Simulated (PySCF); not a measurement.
GaO₂⁻, singlet: molecular constants

These are results of PBE0/[Ga def2-TZVPD, O def2-TZVPD], no relativity, density fitting, PySCF, not measurements.

The structure is a minimum.

```xyz
3
charge -1 multiplicity 1, angstrom
Ga    0.0000    0.0000    0.0000
O     1.6844    0.0000    0.0000
O    -1.6844    0.0000    0.0000
```

| Quantity | Value |
| --- | --- |
| Point group | D∞h |
| Bond lengths | Ga–O 1.684 Å (×2) |
| Bond angles | O–Ga–O 180.0° |
| Dipole moment about the centre of mass | 0.00 D |
| Principal polarisabilities | 42.6, 42.6, 62.9 bohr³ |
| Entropy at 298.15 K and 1 bar | 245.4 J/(mol K) |
| Highest occupied level | -1.77 eV |
| Principal quadrupole moments (Buckingham, traceless) about the centre of mass | -24.02, 12.01, 12.01 D Å |
| Rotational constants | 0.1857 cm⁻¹ |
| Heat capacity Cp at 298.15 K | 49.0 J/(mol K) |
| Zero-point energy | 12.9 kJ/mol |
| Lowest empty level | 3.27 eV |
| Rotational symmetry number | 2 |
| Enthalpy at 298.15 K above 0 K | 11.83 kJ/mol |

Harmonic modes (masses in u: Ga 68.926, O 15.995):
```
symmetry  ω (cm⁻¹)  IR (km/mol, summed over degenerate members)  μ (u)     type
      πu       217                                          121  21.14     bend
     σg+       785                                          0.0  15.99  stretch
     σu+       938                                          209  21.14  stretch
```

In D∞h the vibrations span πu + σg+ + σu+. The σg+ mode carries no infrared intensity, as symmetry demands. With a centre of inversion only u modes can be infrared active and only g modes Raman active.

Charges (e); Mulliken and Löwdin values are unreliable with diffuse functions:
```json
{"atom": "Ga1", "Mulliken": "0.38", "Löwdin": "0.33", "polar tensor": "0.82", "Mayer order to Ga1": "–"}
{"atom": "O2,3", "Mulliken": "-0.69", "Löwdin": "-0.66", "polar tensor": "-0.91", "Mayer order to Ga1": "1.60"}
```

Mulliken populations on Ga1: s 7.14, p 13.25, d 10.14, f 0.09.

Counting electrons, gallium keeps none of its valence electrons outside its bonds, so the VSEPR class is AX2 and the expected shape is linear (D∞h), as computed.

This need not be the most stable arrangement of these atoms. The lowest empty level of this anion is unbound, so it and the gap depend on the basis.

The final relaxation and frequency run took roughly 40 core-seconds on a shared host.
